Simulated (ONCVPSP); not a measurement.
## tungsten (W): excitation energies, all-electron against ONCV

W, optimised norm-conserving Vanderbilt (ONCV), made with ONCVPSP 4.0.1 (revPBE, scalar-relativistic). Core [Xe] 4f14, reference 5d4 6s2. Waves: 6s: rc 2.70 bohr, ncon 3, nbas 7, qcut 2.8 1/bohr, 2 projectors, debl 1.1 Ha; p scattering state at 0.05 Ha: rc 2.65 bohr, ncon 4, nbas 8, qcut 3.5 1/bohr, local; 5d: rc 2.65 bohr, ncon 4, nbas 9, qcut 6.3 1/bohr, 2 projectors, debl 3.5 Ha. Local part: the p channel. Core correction: none.

Energies are relative to the spin-unpolarised reference configuration 5d4 6s2; without spin polarisation the order of configurations can differ from experiment.

```
valence configuration  charge  ΔE all-electron (eV)  error AE − PS (meV)
              5d4 6s1      +1                 8.805                 -3.9
              5d3 6s0      +3                49.628                  +30
```

**Question.** What are ΔE and the potential's error for 5d4 6s0?

**Answer.** ΔE = 24.349 eV all-electron; the error (AE − PS) is +32 meV.

**Question.** What are ΔE and the potential's error for 5d4 6s1.5?

**Answer.** ΔE = 3.599 eV all-electron; the error (AE − PS) is -1.9 meV.
